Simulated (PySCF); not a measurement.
F₃Sc (SMILES [F][Sc]([F])[F]), singlet, geometry from GFN2-xTB (such geometries of metal compounds can be far from the true shape), with bond 3-1 at 3.0 times its length; PySCF with HF/def2-SV(P).

Input for PySCF:
```python
from pyscf import gto, scf

mol = gto.Mole()
mol.atom = '''
    Sc    0.00000000   -0.00000000    0.00000000
    F    -1.49196408   -0.92465244    0.06317319
    F    -0.00288777    4.87201170   -2.00695341
    F     1.49292667   -0.69935146    0.60581128
'''
mol.basis = 'def2-sv(p)'
mol.verbose = 4
mol.build()

mf = scf.RHF(mol)
mf.kernel()
mo_i, mo_e, stable_i, stable_e = mf.stability(internal=True, external=True, return_status=True, nroots=6, tol=1e-6)
print('internally stable:', stable_i, ' externally stable:', stable_e)
if not stable_e:
    umf = mf.to_uhf() if not hasattr(mf, 'xc') else mf.to_uks()
    umf.scf_summary = {}
    umf.kernel(umf.make_rdm1(mo_e, umf.mo_occ))
```

What the program printed (banner, timings and long lists left out):

```
PySCF version 2.14.0

[INPUT] verbose = 4
[INPUT] num. atoms = 4
[INPUT] num. electrons = 48
[INPUT] charge = 0
[INPUT] spin (= nelec alpha-beta = 2S) = 0
[INPUT] symmetry False subgroup None
[INPUT] Mole.unit = angstrom
[INPUT] Symbol           X                Y                Z      unit          X                Y                Z       unit  Magmom
[INPUT]  1 Sc     0.000000000000   0.000000000000   0.000000000000 AA    0.000000000000   0.000000000000   0.000000000000 Bohr   0.0
[INPUT]  2 F     -1.491964080000  -0.924652440000   0.063173190000 AA   -2.819403498889  -1.747339872011   0.119380027515 Bohr   0.0
[INPUT]  3 F     -0.002887770000   4.872011700000  -2.006953410000 AA   -0.005457094411   9.206767788677  -3.792592289662 Bohr   0.0
[INPUT]  4 F      1.492926670000  -0.699351460000   0.605811280000 AA    2.821222530359  -1.321582724215   1.144817402372 Bohr   0.0

nuclear repulsion = 160.493702695041
number of shells = 28
number of NR pGTOs = 138
number of NR cGTOs = 66
basis = def2-sv(p)
ecp = {}

******** <class 'pyscf.scf.hf.RHF'> ********
method = RHF
initial guess = minao
damping factor = 0
level_shift factor = 0
DIIS = <class 'pyscf.scf.diis.CDIIS'>
diis_start_cycle = 1
diis_space = 8
diis_damp = 0
SCF conv_tol = 1e-09
SCF conv_tol_grad = None
SCF max_cycles = 50
direct_scf = True
direct_scf_tol = 1e-13
Set gradient conv threshold to 3.16228e-05
Initial guess from minao.
init E= -1057.01276058669
cycle= 1 E= -1057.46372961379  delta_E= -0.451  |g|= 1.05  |ddm|= 2.55
cycle= 2 E= -1043.0987358135  delta_E= 14.4  |g|=  3.4  |ddm|= 4.24
cycle= 3 E= -1057.55460908535  delta_E= -14.5  |g|= 0.823  |ddm|= 4.23
cycle= 4 E= -1057.62885403764  delta_E= -0.0742  |g|= 0.449  |ddm|= 0.258
cycle= 5 E= -1057.66344177309  delta_E= -0.0346  |g|= 0.163  |ddm|= 0.255
cycle= 6 E= -1057.66874161968  delta_E= -0.0053  |g|= 0.0143  |ddm|= 0.146
cycle= 7 E= -1057.66999654684  delta_E= -0.00125  |g|= 0.0163  |ddm|= 0.127
cycle= 8 E= -1057.67094140166  delta_E= -0.000945  |g|= 0.0195  |ddm|= 0.114
cycle= 9 E= -1057.67186214666  delta_E= -0.000921  |g|= 0.0129  |ddm|= 0.165
cycle= 10 E= -1057.67197227186  delta_E= -0.00011  |g|= 0.00352  |ddm|= 0.0388
cycle= 11 E= -1057.67197841077  delta_E= -6.14e-06  |g|= 0.00249  |ddm|= 0.0657
cycle= 12 E= -1057.67200500433  delta_E= -2.66e-05  |g|= 0.00039  |ddm|= 0.0361
cycle= 13 E= -1057.67200519357  delta_E= -1.89e-07  |g|= 0.000188  |ddm|= 0.00562
cycle= 14 E= -1057.6720053657  delta_E= -1.72e-07  |g|= 2.86e-05  |ddm|= 0.0027
cycle= 15 E= -1057.67200536784  delta_E= -2.15e-09  |g|= 1.75e-05  |ddm|= 0.000233
cycle= 16 E= -1057.67200536881  delta_E= -9.65e-10  |g|= 5.65e-06  |ddm|= 0.000143
Extra cycle  E= -1057.67200536886  delta_E= -5.09e-11  |g|= 9.88e-06  |ddm|= 2.98e-05
converged SCF energy = -1057.67200536886
rhf_internal: lowest eigs of H = [0.06081356 0.06083217 0.27735743 0.27984345 0.34223908 0.47005417]
<class 'pyscf.scf.hf.RHF'> wavefunction is stable in the internal stability analysis
rhf_real2complex: lowest eigs of H = [0.00795018 0.00795797 0.01459885 0.0659771  0.06775549 0.11750256]
<class 'pyscf.scf.hf.RHF'> wavefunction is stable in the real -> complex stability analysis
rhf_external: lowest eigs of H = [-0.11587834 -0.00121088 -0.00120869  0.06123009  0.06378002  0.11751196]
<class 'pyscf.scf.hf.RHF'> wavefunction has an RHF/RKS -> UHF/UKS instability
internally stable: True  externally stable: False

******** <class 'pyscf.scf.uhf.UHF'> ********
method = UHF
initial guess = minao
damping factor = 0
level_shift factor = 0
DIIS = <class 'pyscf.scf.diis.CDIIS'>
diis_start_cycle = 1
diis_space = 8
diis_damp = 0
SCF conv_tol = 1e-09
SCF conv_tol_grad = None
SCF max_cycles = 50
direct_scf = True
direct_scf_tol = 1e-13
number electrons alpha = 24  beta = 24
Set gradient conv threshold to 3.16228e-05
init E= -1057.65134501228
cycle= 1 E= -1057.69087766963  delta_E= -0.0395  |g|= 0.104  |ddm|= 0.288
cycle= 2 E= -1057.73911880934  delta_E= -0.0482  |g|= 0.237  |ddm|= 0.596
cycle= 3 E= -1057.75089923158  delta_E= -0.0118  |g|= 0.203  |ddm|= 0.0671
cycle= 4 E= -1057.79296852184  delta_E= -0.0421  |g|= 0.0406  |ddm|= 0.404
cycle= 5 E= -1057.79545297686  delta_E= -0.00248  |g|= 0.0117  |ddm|= 0.116
cycle= 6 E= -1057.79549421696  delta_E= -4.12e-05  |g|= 0.00877  |ddm|= 0.0123
cycle= 7 E= -1057.79553627045  delta_E= -4.21e-05  |g|= 0.00297  |ddm|= 0.0168
cycle= 8 E= -1057.79554463183  delta_E= -8.36e-06  |g|= 0.000475  |ddm|= 0.00763
cycle= 9 E= -1057.79554504489  delta_E= -4.13e-07  |g|= 0.000578  |ddm|= 0.00147
cycle= 10 E= -1057.79554525391  delta_E= -2.09e-07  |g|= 0.000474  |ddm|= 0.00195
cycle= 11 E= -1057.79554537275  delta_E= -1.19e-07  |g|= 7.16e-05  |ddm|= 0.000747
cycle= 12 E= -1057.79554537586  delta_E= -3.11e-09  |g|= 6.09e-06  |ddm|= 0.000131
cycle= 13 E= -1057.795545376  delta_E= -1.38e-10  |g|= 4.28e-06  |ddm|= 2.41e-05
Extra cycle  E= -1057.79554537606  delta_E= -6.43e-11  |g|= 3.58e-06  |ddm|= 1.43e-05
converged SCF energy = -1057.79554537606  <S^2> = 1.0031148  2S+1 = 2.2388522
```
